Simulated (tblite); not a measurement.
Parent: `[CH2:1]=[CH:2][CH2:3][C:4](=[C:5]=[O:6])[SiH2:7][CH3:8]` with C1–C2–C3–C4 119°, C2–C3–C4–C5 103°, C3–C4–Si7–C8 80°, C6H10OSi.

Computed geometry: GFN2-xTB, gas phase. One conformer each, not checked by frequencies here.

```json
{"coordinate of the parent": "C1=C2", "value": "1.320 Å"}
{"coordinate of the parent": "C2–C3", "value": "1.497 Å"}
{"coordinate of the parent": "C3–C4", "value": "1.514 Å"}
{"coordinate of the parent": "C4=C5", "value": "1.288 Å"}
{"coordinate of the parent": "C5=O6", "value": "1.168 Å"}
{"coordinate of the parent": "C4–Si7", "value": "1.894 Å"}
{"coordinate of the parent": "Si7–C8", "value": "1.899 Å"}
{"coordinate of the parent": "C1–C2–C3", "value": "124.3°"}
{"coordinate of the parent": "C2–C3–C4", "value": "110.8°"}
{"coordinate of the parent": "C3–C4–C5", "value": "124.5°"}
{"coordinate of the parent": "C3–C4–Si7", "value": "118.8°"}
{"coordinate of the parent": "C5–C4–Si7", "value": "116.6°"}
{"coordinate of the parent": "C4–C5–O6", "value": "175.0°"}
{"coordinate of the parent": "C4–Si7–C8", "value": "110.2°"}
```

Problem. How does the shared frame change in `[CH2:1]=[CH:2][CH2:3][C:4](=[C:5]=[O:6])[SiH2:7][CH2:8][CH3:9]` with C1–C2–C3–C4 -118°, C2–C3–C4–C5 -105°, C3–C4–Si7–C8 -81°, C4–Si7–C8–C9 176°, C7H12OSi? Atoms pair as C1 = C1, C2 = C2, C3 = C3, C4 = C4, C5 = C5, O6 = O6, Si7 = Si7, C8 = C8 (parent first).

Solution. 
| parent | relative | value in the relative | change |
| --- | --- | --- | --- |
| C1=C2 | C1=C2 | 1.320 Å | 0.000 |
| C2–C3 | C2–C3 | 1.497 Å | 0.000 |
| C3–C4 | C3–C4 | 1.513 Å | -0.001 |
| C4=C5 | C4=C5 | 1.288 Å | 0.000 |
| C5=O6 | C5=O6 | 1.168 Å | 0.000 |
| C4–Si7 | C4–Si7 | 1.892 Å | -0.002 |
| Si7–C8 | Si7–C8 | 1.905 Å | +0.006 |
| C1–C2–C3 | C1–C2–C3 | 124.2° | -0.1 |
| C2–C3–C4 | C2–C3–C4 | 110.7° | -0.1 |
| C3–C4–C5 | C3–C4–C5 | 124.6° | +0.1 |
| C3–C4–Si7 | C3–C4–Si7 | 118.8° | 0.0 |
| C5–C4–Si7 | C5–C4–Si7 | 116.5° | -0.1 |
| C4–C5–O6 | C4–C5–O6 | 174.9° | -0.1 |
| C4–Si7–C8 | C4–Si7–C8 | 110.3° | +0.1 |

Of the parent's bonds, Si7–C8 changes most (+0.006 Å). Bonds of the relative outside the shared frame: C8–C9 1.525 Å. Point group C1 → C1.
